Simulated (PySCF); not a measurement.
Al(H)2(OH) (AlH3O), SMILES [OH][AlH2].

Geometry: PBE0-D3(BJ)/def2-TZVP. The geometry has at least one imaginary mode, so it is a saddle point at that level.

All values below come from TDDFT-LC-ωPBE/def2-TZVPD (PySCF 2.14.0).

Vertical excitations. Isolated molecule, no solvent. State labels are in the subgroup C2v.

Computed lowest excited states:
| state | symmetry | energy (eV) | λ (nm) | f | main pairs |
|---|---|---|---|---|---|
| S1 | A2 | 5.96 | 208 | 0.000 | HOMO→LUMO 94 % |
| S2 | B2 | 7.35 | 169 | 0.011 | HOMO→LUMO+1 49 %, HOMO→LUMO+2 18 %, HOMO→LUMO+3 13 % |
| S3 | A2 | 8.02 | 155 | 0.000 | HOMO−2→LUMO 90 % |
| S4 | B1 | 8.27 | 150 | 0.019 | HOMO−1→LUMO+1 67 %, HOMO−1→LUMO+2 16 % |
| S5 | B2 | 8.31 | 149 | 0.031 | HOMO→LUMO+2 37 %, HOMO→LUMO+1 22 %, HOMO→LUMO+3 17 %, HOMO−2→LUMO+1 8 % |
| S6 | A1 | 8.31 | 149 | 0.035 | HOMO−1→LUMO 89 % |
| S7 | B2 | 8.55 | 145 | 0.343 | HOMO→LUMO+4 38 %, HOMO−2→LUMO+1 25 %, HOMO→LUMO+2 11 %, HOMO→LUMO+3 7 % |
| S8 | B2 | 8.77 | 141 | 0.119 | HOMO→LUMO+4 50 %, HOMO→LUMO+3 14 %, HOMO→LUMO+2 12 %, HOMO−2→LUMO+1 8 % |
| S9 | B1 | 8.95 | 138 | 0.390 | HOMO−3→LUMO 84 % |
| S10 | B2 | 9.54 | 130 | 0.001 | HOMO→LUMO+3 26 %, HOMO−2→LUMO+1 19 %, HOMO−2→LUMO+3 19 %, HOMO→LUMO+1 10 % |
| T1 | A2 | 5.37 | 231 | 0 | HOMO→LUMO 88 % |
| T2 | B2 | 6.78 | 183 | 0 | HOMO→LUMO+1 36 %, HOMO→LUMO+3 18 %, HOMO→LUMO+2 15 %, HOMO→LUMO+10 12 % |
| T3 | B2 | 7.25 | 171 | 0 | HOMO→LUMO+4 58 %, HOMO→LUMO+11 15 % |
| T4 | B1 | 7.26 | 171 | 0 | HOMO−3→LUMO 76 % |
Triplets are in the Tamm–Dancoff approximation, which puts them higher than full response would, so one can lie above its singlet here.
